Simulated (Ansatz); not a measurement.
One change: `CC[Si]F` becomes `CC[Si]N`.

Ansatz, PBE0-D4/def2-TZVP geometries, multiplicity 1. Each molecule was computed in one conformer, which needn't be the lowest.

```json
{"property": "LUMO energy (PBE/def2-TZVPP) / eV", "`CC[Si]F`": "-2.86"}
{"property": "LUMO energy (ωB97M-V/def2-TZVPP) / eV", "`CC[Si]F`": "-0.01"}
{"property": "size of the dipole moment (ωB97M-V/def2-TZVPP) / D", "`CC[Si]F`": "1.54"}
{"property": "zero-point energy (PBE0-D4/def2-TZVP) / kJ/mol", "`CC[Si]F`": "174.9"}
{"property": "LUMO energy (B3LYP/def2-TZVPP) / eV", "`CC[Si]F`": "-2.22"}
{"property": "HOMO–LUMO gap (ωB97M-V/def2-TZVPP) / eV", "`CC[Si]F`": "8.55"}
```

**Question.** Give the same properties after the change, and the shifts. (An estimate is asked.)

**Answer.** Computed: 
```csv
property,`CC[Si]N`,shift
LUMO energy (PBE/def2-TZVPP) / eV,-1.82,1.04
LUMO energy (ωB97M-V/def2-TZVPP) / eV,0.96,0.97
size of the dipole moment (ωB97M-V/def2-TZVPP) / D,1.82,0.28
zero-point energy (PBE0-D4/def2-TZVP) / kJ/mol,240.7,65.8
LUMO energy (B3LYP/def2-TZVPP) / eV,-1.17,1.05
HOMO–LUMO gap (ωB97M-V/def2-TZVPP) / eV,8.98,0.43
```

With PBE0 the HOMO rises by 0.54 eV and the LUMO rises by 1.03 eV, so the gap widens by about 0.49 eV. PBE moves the HOMO by 0.47 eV and ωB97M-V by 0.54 eV. The zero-point energy changes by 65.8 kJ/mol with +6 modes. Dipoles are sizes alone; their direction can turn.

B3LYP here is the variant with VWN-RPA as its local correlation; programs differ in this.
